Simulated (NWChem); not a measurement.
Molecule: GaHOBrCl; SMILES [OH][Ga]([Cl])[Br]

```xyz
5

Ga     0.3359    -0.4969     0.0000
Cl    -1.1542    -2.0580     0.0000
Br    -0.2730     1.7037     0.0000
O      2.0721    -0.9194     0.0000
H      2.1873    -1.8845     0.0000
```
Atoms are numbered in this order, from 1.

Structure relaxed at the B3LYP/6-31G* (spherical d) level.

Symmetry labels are those of Cs in the frame above (b1 and b2, or b-type labels, depend on it).

Task: List the 4 lowest vertical singlet excitations from PBE0/def2-SVPD, TDA (NWChem).

Result: 
```tsv
state	energy (eV)	oscillator strength	symmetry	leading excitation (squared amplitude)
S1	5.49	0.021	a'	HOMO → LUMO (0.98)
S2	5.56	0.005	a"	HOMO−1 → LUMO (0.98)
S3	6.00	0.001	a"	HOMO−3 → LUMO (0.98)
S4	6.11	0.038	a'	HOMO−2 → LUMO (0.92)
```
